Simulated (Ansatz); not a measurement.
`[CH3][Al]([Cl])[Br]`. Charge 0, multiplicity 1. The geometry is a stationary point of PBE0-D4/def2-TZVP.

```xyz
7

C     0.489    0.819    0.251
Al   -0.478   -0.781   -0.225
Cl   -2.045   -1.487    0.965
Br    0.006   -1.980   -2.066
H     1.274    1.049   -0.472
H    -0.193    1.672    0.308
H     0.946    0.707    1.239
```

**Question.** What is the dipole moment at B3LYP/def2-TZVPP? (Best estimate.)

**Answer.** Ansatz gave: 1.96 D, with components (1.00, 1.62, 0.46) D in this frame, pointing from negative to positive charge.

**Question.** And with PBE, r2SCAN, ωB97M-V? (Estimate.)

**Answer.** Ansatz gave: PBE 1.93 D, r2SCAN 1.98 D, ωB97M-V 1.98 D.

**Question.** Give the Mulliken charges with B3LYP, PBE, r2SCAN in def2-TZVPP. (An estimate is asked.)

**Answer.** Computed: 
```json
{"atom": "C1", "B3LYP": "-0.42", "PBE": "-0.42", "r2SCAN": "-0.37"}
{"atom": "Al2", "B3LYP": "0.57", "PBE": "0.51", "r2SCAN": "0.60"}
{"atom": "Cl3", "B3LYP": "-0.24", "PBE": "-0.22", "r2SCAN": "-0.24"}
{"atom": "Br4", "B3LYP": "-0.22", "PBE": "-0.20", "r2SCAN": "-0.23"}
{"atom": "H5", "B3LYP": "0.11", "PBE": "0.11", "r2SCAN": "0.08"}
{"atom": "H6", "B3LYP": "0.10", "PBE": "0.11", "r2SCAN": "0.08"}
{"atom": "H7", "B3LYP": "0.10", "PBE": "0.11", "r2SCAN": "0.08"}
```

B3LYP here is the variant with VWN-RPA as its local correlation; programs differ in this.
